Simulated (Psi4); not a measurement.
CH$_{5}$Cl$_{2}$NSi (SMILES CN[SiH](Cl)Cl), singlet, geometry from GFN2-xTB; PBE/cc-pVTZ (Psi4 1.11).

Input for Psi4:
```
memory 2 GB

molecule {
0 1
Si    0.13104808   -0.20304483   -0.46215020
Cl    1.52203107    1.23983179   -0.65726515
Cl    0.43441980   -1.33283066    1.17528816
N    -1.34821921    0.62420335   -0.23640787
C    -2.60326597    0.01327137    0.14647460
H     0.23144151   -1.08847231   -1.61814585
H    -1.48546879    1.50564461   -0.70810375
H    -3.19120850    0.71570355    0.73810998
H    -3.19246942   -0.29156936   -0.72334766
H    -2.39950243   -0.86674951    0.75120617
}

set {
  basis cc-pvtz
}

energy('pbe')
print_variables()
```

What the program printed (banner, timings and long lists left out):

```
   => Loading Basis Set <=

    Name: CC-PVTZ
    Role: ORBITAL
    Keyword: BASIS

         ---------------------------------------------------------
                                   SCF
               by Justin Turney, Rob Parrish, Andy Simmonett
                          and Daniel G. A. Smith
                              RKS Reference
         ---------------------------------------------------------

  ==> Geometry <==

    Molecular point group: c1
    Full point group: C1

    Geometry (in Angstrom), charge = 0, multiplicity = 1:

       Center              X                  Y                   Z               Mass
    ------------   -----------------  -----------------  -----------------  -----------------
         SI           0.039180045197    -0.202593097084    -0.478123732021    27.976926534650
         CL           1.430163035197     1.240283522916    -0.673238682021    34.968852682000
         CL           0.342551765197    -1.332378927084     1.159314627979    34.968852682000
         N           -1.440087244803     0.624655082916    -0.252381402021    14.003074004430
         C           -2.695134004803     0.013723102916     0.130501067979    12.000000000000
         H            0.139573475197    -1.088020577084    -1.634119382021     1.007825032230
         H           -1.577336824803     1.506096342916    -0.724077282021     1.007825032230
         H           -3.283076534803     0.716155282916     0.722136447979     1.007825032230
         H           -3.284337454803    -0.291117627084    -0.739321192021     1.007825032230
         H           -2.491370464803    -0.866297777084     0.735232637979     1.007825032230

  Running in c1 symmetry.

  Rotational constants: A =      0.09413  B =      0.06457  C =      0.04116 [cm^-1]
  Rotational constants: A =   2821.94503  B =   1935.64811  C =   1233.79605 [MHz]
  Nuclear repulsion =  365.736172061719856

  Charge       = 0
  Multiplicity = 1
  Electrons    = 66
  Nalpha       = 33
  Nbeta        = 33

  ==> Algorithm <==

  SCF Algorithm Type is DF.
  DIIS enabled.
  MOM disabled.
  Fractional occupation disabled.
  Guess Type is SAD.
  Energy threshold   = 1.00e-06
  Density threshold  = 1.00e-06
  Integral threshold = 1.00e-12

  ==> Primary Basis <==

  Basis Set: CC-PVTZ
    Blend: CC-PVTZ
    Number of shells: 86
    Number of basis functions: 232
    Number of Cartesian functions: 262
    Spherical Harmonics?: true
    Max angular momentum: 3

  ==> DFT Potential <==

   => LibXC <=

    Version 7.1.2
    S. Lehtola, C. Steigemann, M. J. T. Oliveira, and M. A. L. Marques,  SoftwareX 7, 1–5 (2018) (10.1016/j.softx.2017.11.002)

   => Composite Functional: PBE <=

    PBE GGA Exchange-Correlation Functional

    J.P. Perdew et. al., Phys. Rev. Lett., 77(18), 3865-3868, 1996

    Deriv               =              1
    GGA                 =           TRUE
    Meta                =          FALSE

    Exchange Hybrid     =          FALSE
    MP2 Hybrid          =          FALSE

   => Exchange Functionals <=

    1.0000     XC_GGA_X_PBE

   => Correlation Functionals <=

    1.0000     XC_GGA_C_PBE

   => LibXC Density Thresholds  <==

    XC_GGA_C_PBE:  1.00E-12
    XC_GGA_X_PBE:  1.00E-15

   => Molecular Quadrature <=

    Radial Scheme          =       TREUTLER
    Pruning Scheme         =           NONE
    Nuclear Scheme         =       TREUTLER

    Blocking Scheme        =         OCTREE
    BS radius alpha        =              1
    Pruning alpha          =              1
    Radial Points          =             75
    Spherical Points       =            302
    Total Points           =         213035
    Total Blocks           =           1625
    Max Points             =            256
    Max Functions          =            232
    Weights Tolerance      =       1.00E-15

   => Loading Basis Set <=

    Name: (CC-PVTZ AUX)
    Role: JKFIT
    Keyword: DF_BASIS_SCF

  ==> Integral Setup <==

  SCF_SUBTYPE=INCORE selected. In-core MEM_DF algorithm will be used.
  Using in-core AOs.

  ==> MemDFJK: Density-Fitted J/K Matrices <==

    J tasked:                   Yes
    K tasked:                    No
    wK tasked:                   No
    Algorithm:                 Core
    Schwarz Cutoff:           1E-12
    Mask sparsity (%):       2.9615
    Fitting Condition:        1E-10

   => Auxiliary Basis Set <=

  Basis Set: (CC-PVTZ AUX)
    Blend: CC-PVTZ-JKFIT
    Number of shells: 211
    Number of basis functions: 671
    Number of Cartesian functions: 802
    Spherical Harmonics?: true
    Max angular momentum: 4

  Minimum eigenvalue in the overlap matrix is 1.3785886882E-03.
  Reciprocal condition number of the overlap matrix is 1.9035620660E-04.
    Using symmetric orthogonalization.

  ==> Pre-Iterations <==

  SCF Guess: Superposition of Atomic Densities via on-the-fly atomic UHF (no occupation information).

   -------------------------
    Irrep   Nso     Nmo
   -------------------------
     A        232     232
   -------------------------
    Total     232     232
   -------------------------

  ==> Iterations <==

                           Total Energy        Delta E     RMS |[F,P]|

   @DF-RKS iter SAD: -1305.12733295271573   -1.30513e+03   0.00000e+00
   @DF-RKS iter   1: -1304.79904135324296    3.28292e-01   4.61508e-03 DIIS/ADIIS
   @DF-RKS iter   2: -1302.84453578213220    1.95451e+00   8.69017e-03 DIIS/ADIIS
   @DF-RKS iter   3: -1305.24370416329884   -2.39917e+00   1.65102e-03 DIIS/ADIIS
   @DF-RKS iter   4: -1305.30478853545083   -6.10844e-02   7.42021e-04 DIIS/ADIIS
   @DF-RKS iter   5: -1305.31619086009005   -1.14023e-02   2.33062e-04 DIIS/ADIIS
   @DF-RKS iter   6: -1305.31747750940258   -1.28665e-03   5.62197e-05 DIIS
   @DF-RKS iter   7: -1305.31755350428739   -7.59949e-05   9.63008e-06 DIIS
   @DF-RKS iter   8: -1305.31755622564674   -2.72136e-06   2.81533e-06 DIIS
   @DF-RKS iter   9: -1305.31755644474788   -2.19101e-07   8.12029e-07 DIIS
  Energy and wave function converged.

  ==> Post-Iterations <==

   Electrons on quadrature grid:
      Ntotal   =   65.9999885698 ; deviation = -1.143e-05

    Orbital Energies [Eh]
    ---------------------

    Doubly Occupied:

[...]
    Virtual:

[...]
     232A     13.192249

    Final Occupation by Irrep:
              A
    DOCC [    33 ]
    NA   [    33 ]
    NB   [    33 ]

  @DF-RKS Final Energy: -1305.31755644474788

   => Energetics <=

    Nuclear Repulsion Energy =            365.7361720617198557
    One-Electron Energy =               -2529.6069153664057012
    Two-Electron Energy =                 949.6194003318214527
    DFT Exchange-Correlation Energy =     -91.0662134718836427
    Empirical Dispersion Energy =           0.0000000000000000
    VV10 Nonlocal Energy =                  0.0000000000000000
    Total Energy =                      -1305.3175564447478791

Computation Completed

Properties will be evaluated at   0.000000,   0.000000,   0.000000 [a0]

Properties computed using the SCF density matrix

 Multipole Moments:

 ------------------------------------------------------------------------------------
     Multipole            Electronic (a.u.)      Nuclear  (a.u.)        Total (a.u.)
 ------------------------------------------------------------------------------------

 L = 1.  Multiply by 2.5417464519 to convert [e a0] to [Debye]
 Dipole X            :         10.6444040          -11.4579581           -0.8135541
 Dipole Y            :          0.1001557            0.0563415            0.1564972
 Dipole Z            :          1.6779332           -1.9922501           -0.3143168
 Magnitude           :                                                    0.8860907

 ------------------------------------------------------------------------------------

  Variable Map:
  ----------------------------------------------------------------------------
[...]
  Array Variable Map:
  ----------------------------------------------------------------------------
[...]
[...]
```
